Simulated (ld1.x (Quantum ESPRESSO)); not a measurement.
# What one change does to a pseudopotential (Lu, PAW)

ld1.x (Quantum ESPRESSO) 7.5 input, shortened:

```
&input
   title='Lu', zed=71., rel=1, dft='PBE', iswitch=3,
   config='[Xe] 4f14 5d1 6s2 6p0'
 /
 &inputp
   pseudotype=3, lpaw=.true., tm=.true., lloc=-1, rcloc=3.45,
   nlcc=.false.,
   which_augfun='PSQ', rmatch_augfun_nc=.true.
 /
8
6S  1  0   2.00   0.00  2.85  3.55  0.0
6S  1  0   0.00   0.05  2.85  3.55  0.0
6P  2  1   0.00   0.00  3.25  3.50  0.0
6P  2  1   0.00   1.75  3.25  3.50  0.0
5D  3  2   1.00   0.00  2.70  3.15  0.0
5D  3  2   0.00   0.25  2.70  3.15  0.0
4F  4  3  14.00   0.00  0.50  0.60  0.0
4F  4  3   0.00   0.45  0.50  0.60  0.0
 &test
   configts(1)='4f14 5d1 6s2 6p0'
 /
```

Change: local potential all-electron potential smoothed inside 0.75 bohr (lloc = -1).

Cutoffs: the cutoffs (Ry, on a coarse ladder) from which the occupation-weighted sum of valence levels, in a spherical-Bessel basis at the reference potential, stays within 10 and 1 mRy of its value at 400 Ry; they do not see the model core or the augmentation charge, which bear on the density cutoff. Errors are all-electron minus pseudo energies relative to the spin-unpolarised reference configuration.

Q: What does the change do?

A: A bound ghost appears in d, p, which as a rule spoils a file; the number of tests that count goes from 6 to 0 (the test run of the changed file stopped, so its transferability is not established). A state that the projectors do not describe sees the local part alone, so a deeper or shallower local part can create or remove a ghost.

| quantity | base | changed |
| --- | --- | --- |
| cutoffs, loose and tight | over 300 Ry, over 300 Ry | not determined |
| bound ghosts | none | p, d (s not tested, overlap not positive) |
| tests counted (converged, no solver errors) | 6 of 7 | 0 of 7 (the test run stopped) |
| s: phases at 3.83 bohr within 0.05 rad from the reference energy up to (Ry; the scan ends near 5) | 1.5 | 1.6 |
| p: phases at 3.83 bohr within 0.05 rad from the reference energy up to (Ry; the scan ends near 5) | n/a | n/a |
| d: phases at 3.83 bohr within 0.05 rad from the reference energy up to (Ry; the scan ends near 5) | 4.1 | 4.2 |
| f: phases at 3.83 bohr within 0.05 rad from the reference energy up to (Ry; the scan ends near 5) | 2.9 | 3.3 |
| lowest overlap eigenvalue by channel | s 0.37, p 0.66, d 1.00, f 1.00 | s -3.18, p 0.33, d 1.00, f 0.95 |

Base: Tests not counted: 4f14 5d0 6s0 6p0 (solver errors, printed error -3459 eV). Changed file: the overlap operator is not positive definite in a basis up to 400 Ry (lowest eigenvalue s -3.18), so the file is unfit for use: the generalised eigenproblem breaks down once the basis is large enough, and its test numbers describe a broken file. A true bound ghost makes a file unfit for plane-wave use even where its test errors are small: the radial tests pick states by their node count and pass the ghost by.
